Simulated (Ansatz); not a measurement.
Input file for Ansatz (an electronic-structure program): U-CCSD(T)/cc-pVTZ on C5H5 (SMILES C1=C[CH+]C=C1), 2S+1 = 3, a spin state set in the input, which need not be the lowest. Charge +1.

Ansatz 0.2 input:
```yaml
crystal:
  periodic: [false, false, false]
  atoms:
    - {symbol: C, position_ang: [-0.48953557, -1.08521547, 0.20640384]}
    - {symbol: C, position_ang: [-1.19922203, 0.10561224, -0.10321249]}
    - {symbol: C, position_ang: [-0.25162440, 1.15048743, -0.27019267]}
    - {symbol: C, position_ang: [1.04370960, 0.60542809, -0.06377577]}
    - {symbol: C, position_ang: [0.89667241, -0.77631229, 0.23077708]}
    - {symbol: H, position_ang: [-0.92708670, -2.05519044, 0.39088938]}
    - {symbol: H, position_ang: [-2.27109705, 0.20000938, -0.19546470]}
    - {symbol: H, position_ang: [-0.47652847, 2.17880304, -0.51169321]}
    - {symbol: H, position_ang: [1.97658626, 1.14656495, -0.12077910]}
    - {symbol: H, position_ang: [1.69812596, -1.47018693, 0.43704762]}
basis:
  gaussian:
    orbitals: cc-pVTZ
total_charge: 1
magnetization: {spin_polarized: true, initial_magnetization: 2}
correlation: {method: ccsd_t, electrons: outside_noble_gas}
scf: {omitted_lower_state_checks: [cluster_reference]}
```

Program output:

```
WARN ansatz: RAYON_NUM_THREADS=6 ignored (pool sized by the plan → 6); use --threads N
Functional definition: HF
these checks for a lower state are left out or cut short: cluster_reference
integrals: 1.81 GiB planned
1270 factors; integrals over basis functions are off by at most 1.0e-3 eV
mean field: 0.92 GiB planned
mean field evaluation 1: about -5220.5058 eV, gradient 2.7e1 eV
mean field evaluation 2: about -5220.5100 eV, gradient 2.7e1 eV
mean field evaluation 4: about -5224.4136 eV, gradient 2.5e0 eV
mean field evaluation 8: about -5224.4535 eV, gradient 7.6e-4 eV
mean field evaluation 16: about -5222.9608 eV, gradient 7.6e0 eV
mean field -5224.45349740 eV, -191.9951247676 hartree, gradient 3.0e-6 eV, S^2 2.014981; 2 other end points of the search recorded, 0 dependent functions left out
5 core orbitals not correlated
reference -5224.45349740 eV, -191.9951247676 hartree; 13, 11 occupied and 202, 204 virtual orbitals, 1270 factors
second order -19.76776098 eV of doubles, -0.00000000 eV of singles
coupled cluster: 4.02 GiB planned
cycle   1  -20.00401727 eV  change   -2.4e-1 eV  update   9.7e-2
cycle   2  -20.51813484 eV  change   -5.1e-1 eV  update   2.8e-2
cycle   3  -20.61865948 eV  change   -1.0e-1 eV  update   1.1e-2
cycle   4  -20.61619712 eV  change    2.5e-3 eV  update   2.5e-3
cycle   5  -20.61647624 eV  change   -2.8e-4 eV  update   7.9e-4
cycle   6  -20.61655085 eV  change   -7.5e-5 eV  update   2.2e-4
cycle   7  -20.61656057 eV  change   -9.7e-6 eV  update   6.1e-5
cycle   8  -20.61658907 eV  change   -2.8e-5 eV  update   1.9e-5
perturbative correction -1.05182794 eV, -0.0386539637 hartree
Total energy: -5246.12191440 eV, -192.7914244051 hartree
Checks for a lower state left out: cluster_reference
```

The calculation finished and met its thresholds.

Cost: around 3 core-minutes (rough).
